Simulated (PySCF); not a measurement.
Method: PySCF with B3LYP-D3(BJ)/def2-TZVP. Isolated molecules, 0 K electronic values unless said otherwise. B3LYP has the VWN-RPA correlation part, as in Gaussian. Excitations are Tamm–Dancoff values on a coarser integration grid. The basis has no diffuse functions, so Rydberg states are missing or too high.

Reference species (SMILES): `[Br][Al]([Br])[NH2]` (neutral, multiplicity 1).

The S1 excitation (TDA) comes out as 5.54 eV and the S1 oscillator strength is 0.009.

Changed species: `[Br][Al]([Br])[Br]` (0 of 3 Br replaced by NH2; the reference has 1 of 3 Br replaced by NH2).

Q: Predict the effect on the S1 excitation (TDA) and S1 oscillator strength.

A: the S1 excitation (TDA) decreases by 0.05 eV, to 5.49 eV; the S1 oscillator strength hardly moves.
